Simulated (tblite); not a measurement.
Species: C₃H₆FO₄Si (charge -1).
Bonds: C1–O2, O2–Si3, Si3–F4, Si3–O5, O5–C6, Si3–C7, C7–O8 (double), C7–O9. Hydrogens: H10, H11, H12 on C1; H13, H14, H15 on C6.

A start from a force field or distance geometry was refined with GFN2-xTB geometry optimisation, gas phase in tblite. Values at the start:

```tsv
coordinate	start
C1–O2	1.431 Å
C1–H10	1.101 Å
O2–Si3	1.676 Å
Si3–F4	1.603 Å
Si3–C7	2.070 Å
C7=O8	1.269 Å
C1–O2–Si3	117.1°
O2–Si3–F4	106.7°
O2–Si3–O5	107.2°
O2–Si3–C7	114.8°
Si3–C7–O8	116.7°
F4–Si3–C7	108.2°
O8–C7–O9	127.8°
C1–O2–Si3–F4	-89°
O2–Si3–O5–C6	-157°
O2–Si3–C7–O8	152°
```

**Question.** How do these coordinates change at the GFN2-xTB level?

**Answer.** 
```tsv
coordinate	GFN2-xTB (Å or °)	change
Si3–C7	1.966	-0.104
Si3–F4	1.662	+0.059
O2–Si3	1.634	-0.042
C1–O2	1.397	-0.034
C7=O8	1.245	-0.024
C1–H10	1.095	-0.006
O2–Si3–O5	99.3	-7.9
F4–Si3–C7	114.9	+6.7
C1–O2–Si3	121.6	+4.5
O2–Si3–F4	103.5	-3.2
O2–Si3–C7	116.7	+1.9
Si3–C7–O8	115.7	-1.0
O8–C7–O9	128.4	+0.6
O2–Si3–O5–C6	-171	-14
C1–O2–Si3–F4	-82	+7
O2–Si3–C7–O8	147	-5
```

The energy falls by 45.6 kJ/mol over 87 L-BFGS steps, the largest force on an atom goes from 2.34 to 0.008 eV/Å, and the atoms move by 0.476 Å rms after alignment. The bond that changes most is Si3–C7 (ends: fluorine-bound silicon; carbon bonded to 2 O and Si), which shortens by 0.104 Å. Bonds longer at the end by more than 0.005 Å: 3 of 14; shorter: 9. Among the dihedrals that turn most is H11–C1–O2–Si3, from -74° to -38°. Rotational constants go from 1531, 1305, 891.6 to 1527, 1355, 908.1 MHz.

On Arm Neoverse N1, one thread, shared host with 64 logical CPUs at a one-minute load of 62, this took 1.1 s wall.

Its GFN2-xTB frequencies are all real (lowest 43 cm⁻¹). 2 starts were optimised and ended at 0.00 and 0.49 kcal/mol (GFN2-xTB); the lowest of these is shown.

One conformer stands for the species.

All values are computed, not measured.
